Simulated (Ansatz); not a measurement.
A structure relaxed at PBE0-D4/def2-TZVP, charge 0, multiplicity 1:

Cartesian coordinates in Å:
```
C 0.7216 -2.1856 -0.5855
S -0.1020 -1.9981 1.0204
In -0.6358 0.3456 1.1499
C -1.6290 0.8485 2.9892
Si 0.0719 1.7586 -0.8841
In 1.2355 0.3112 -2.6404
H 1.6485 -1.6070 -0.6279
H 0.0518 -1.9254 -1.4099
H 0.9892 -3.2361 -0.7042
H -1.8097 -0.0521 3.5753
H -2.5786 1.3410 2.7757
H -1.0069 1.5358 3.5649
H -1.1664 2.4125 -1.4031
H 0.9485 2.8500 -0.3638
H 2.9450 0.0673 -2.5764
H 0.3164 -0.4661 -3.8802
```

Give its formula and SMILES.

C2H10In2SSi, `C[S][In]([CH3])[SiH2][InH2]`.

Point group (tolerance 0.08 Å, 0.16 Å for H)?

Cs.

Summarise the bond lengths by kind.

1 × C–S 1.814 Å; 6 × C–H 1.090 to 1.094 Å; 1 × In–S 2.407 Å; 1 × C–In 2.150 Å; 2 × In–Si 2.556 to 2.576 Å; 2 × H–Si 1.493 Å; 2 × H–In 1.728 Å.

Program: Ansatz 0.2.0.
